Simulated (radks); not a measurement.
Values are calculated unless marked as measured or tabulated.
Ionisation of N, [He] 2s2 2p3, to N+, [He] 2s2 2p2, under several functionals. Dirac Kohn-Sham, spin-unpolarised, spherical densities, point nucleus; open shells are shared between the two j in proportion to 2j + 1; a radial shooting solver on a logarithmic mesh with Libxc functionals.

| functional | E(N) (hartree) | Exc (hartree) | IE (eV) | -e(HOMO) (eV) | <r> HOMO (bohr) | IE error (eV) |
|---|---|---|---|---|---|---|
| Wu-Cohen GGA | -54.34214 | -6.45180 | 13.561 | 7.048 | 1.480 | -0.973 |
| exchange-only LDA | -53.59923 | -5.66372 | 12.383 | 6.003 | 1.509 | -2.151 |
| LDA (Slater exchange, VWN5 correlation) | -54.05642 | -6.14469 | 13.734 | 7.235 | 1.481 | -0.800 |
| AM05 | -54.12591 | -6.21907 | 13.502 | 7.011 | 1.484 | -1.033 |
| LDA (Slater exchange, Perdew-Zunger correlation) | -54.05391 | -6.14146 | 13.732 | 7.235 | 1.482 | -0.802 |
| HCTH/407 | -54.49373 | -6.61336 | 13.806 | 7.294 | 1.485 | -0.728 |
| SOGGA | -54.19773 | -6.29712 | 13.410 | 6.926 | 1.486 | -1.124 |

NIST Atomic Spectra Database: 14.534 eV (measured). Closest: HCTH/407. The Delta-SCF values span 1.42 eV, the total energies 0.89 hartree. The highest occupied level is 2p3/2. Spin polarisation and multiplet splitting are left out, so open shells lie too high by an amount that depends on their filling.

Beside tabulated values, note that spin-unpolarised runs miss the spin-polarisation part of the exchange energy of open shells.
